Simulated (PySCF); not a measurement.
## Ba⁵⁴⁺ (barium, charge +54) across methods

1s2, closed-shell 1S. Computed with PySCF 2.14 in an uncontracted even-tempered set (15 s from 120 bohr⁻², ratio 2.2; 7 p from 190 bohr⁻², ratio 2.4; 4 d from 560 bohr⁻², ratio 2.4; 3 f from 840 bohr⁻², ratio 2.4; 3 g from 1300 bohr⁻², ratio 2.4), with no relativity, point nucleus.

```tsv
method	E (hartree)	mean ε 1s (eV)	Σ⟨r²⟩ (bohr²)	⟨S²⟩
PBE	-3100.44	-41365.0	0.001944	0.000
PW91	-3100.57	-41368.0	0.001944	0.000
PBE0	-3100.62	-41453.9	0.001943	0.000
LDA	-3096.47	-41319.7	0.001946	0.000
r2SCAN	-3101.16	-41407.3	0.001942	0.000
UHF	-3101.10962	-41719.6	0.001941	0.000
revPBE	-3100.95	-41368.7	0.001943	0.000
```

A non-relativistic calculation at this Z misses sizeable relativistic shifts.
